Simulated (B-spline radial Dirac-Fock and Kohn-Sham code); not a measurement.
**Auger decay of the 3d5/2 hole in Ir³⁺**

System: Ir³⁺, [Xe] 4f14 5d6.

Method: independent-particle rates on relativistic LDA orbitals of the hole state (multipoles up to L = 3, Coulomb Auger matrix elements, transition energies from Dirac-Fock). Computed with an atomic code on a B-spline grid. Kinetic energies are configuration averages from the vacuum level; the two-hole energies are estimated from single-hole states.

| transition | kinetic energy (eV) | width (meV) | share (%) |
| --- | --- | --- | --- |
| M5-N1N5 | 971.3 | 89.3 | 4.2 |
| M5-N2N5 | 1083.2 | 90.8 | 4.3 |
| M5-N3N5 | 1170.9 | 139 | 6.6 |
| M5-N4N5 | 1353.5 | 192 | 9.1 |
| M5-N5N5 | 1369.7 | 215 | 10.2 |
| M5-N4N7 | 1594.4 | 93.3 | 4.4 |
| M5-N5N6 | 1607.2 | 149 | 7.1 |
| M5-N5N7 | 1612.1 | 236 | 11.2 |
| M5-N6N7 | 1847.9 | 352 | 16.6 |
| M5-N7N7 | 1851.6 | 241 | 11.4 |

The listed channels hold 85 % of the non-radiative rate. Summed by principal shells, of 2.11 eV in all: MNN 92.3 %, MNO 7.5 %.
